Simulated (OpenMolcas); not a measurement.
# Ir2+: moving or changing the point charges

Ir2+ among 2 point charges of -1.5 e arranged as a linear pair (D∞h), 2.22 Å from the ion.

```
Program             : OpenMolcas
Method              : CASSCF
Basis               : ANO-RCC-VDZP [7s6p4d2f]
Scalar Hamiltonian  : DKH2, point nucleus
Active space        : 7 electrons in 5 orbitals (5d)
State averaging     : 2S+1 = 4 even, 10 roots; 2S+1 = 2 even, 40 roots
Spin-orbit coupling : RASSI with atomic mean-field integrals over the reference wave functions
```

Runs around this geometry, states (labels by Λ). Energies in cm-1 above the lowest state or level, χT in cm3 K/mol.

```csv
R (Å),q (e),Ground state,First state of that spin,First gap with spin-orbit (degeneracies),χT at 300 K,First state of another spin
2.22,-0.98,4Φ,4Σ 1169,"938.5 (2, 2)",4.808,2Π 11933
2.06,-1.5,4Σ,4Φ 240.1,"610.7 (2, 2)",4.883,2Π 8797
2.22,-1.5,4Φ,4Σ 471.7,"671.6 (2, 2)",4.897,2Π 9895
2.39,-1.5,4Φ,4Σ 901.6,"677.5 (2, 2)",4.909,2Π 11114
```

Scaling the charges by -0.98 / -1.5 = 0.65 scales the first state of the same spin by 1169 / 471.7 = 2.48; with fixed orbitals a first-order splitting would follow the charge.

The ground state changes within this set.

Without dynamic correlation the repulsion within the d shell is too large (B by tens of per cent), so at a given field states of lower spin stand too high. Point charges give a weaker field than real ligands, and real ions of this kind are as a rule low spin; the high spin found here belongs to the model. The ground term spreads over less than 5000 cm-1, several times less than with real ligands, so orbital moments are less quenched and χT lies further from the spin-only value than at real sites. This shell can be high or low spin here, a state of another spin lies low, and with metal d orbitals alone active their balance is uncertain, so the ground spin may be wrong (holds for R = 2.06, q = -1.5). This is an electrostatic model: the charges have no orbitals. No measured value stands beside these numbers.
